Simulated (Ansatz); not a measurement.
The same path of BCl2H + FH (6 atoms, charge 0, multiplicity 1) was run twice with different band settings. Lost on the way: B1–H2, F5–H6. Made: B1–F5, H2–H6.

Computed with RKS PBE/def2-SVP (Ansatz).

Relaxed end points:

```xyz
6
Properties=species:S:1:pos:R:3
B 0.003 0.242 -0.075
H 0.008 0.405 1.129
Cl 1.522 0.269 -0.938
Cl -1.527 0.210 -0.919
F 0.055 -2.118 0.939
H 0.044 -1.411 1.555
```

```xyz
6
Properties=species:S:1:pos:R:3
B 0.014 -0.611 -0.719
H 0.024 0.227 2.386
Cl 1.527 0.207 -1.063
Cl -1.533 0.145 -1.049
F 0.041 -1.831 -0.204
H 0.033 -0.540 2.339
```

Common settings: spring 5.0 eV/Å²; optimiser quadratic models (default); start path through a guess of the saddle point; force threshold 0.03 eV/Å; iteration limit 60; end points relaxed.

| run | movable images | climbing image |
| --- | --- | --- |
| 1 | 5 | yes |
| 2 | 8 | no |

(1) What does each run give, and how far can it be trusted?

## Answers

(1) Run 1: converged after 47 iterations, highest image 0.468 eV above the first end. A vibrational analysis at the climbing image gives one clearly imaginary mode, 944i cm⁻¹: a first-order saddle point.
Run 2: converged after 27 iterations, highest image 0.440 eV above the first end. No image climbed, so the highest image needn't sit at the top of the path.
The orbitals stay closed-shell, which can raise the energy where a bond breaks towards radicals; this wasn't checked here.
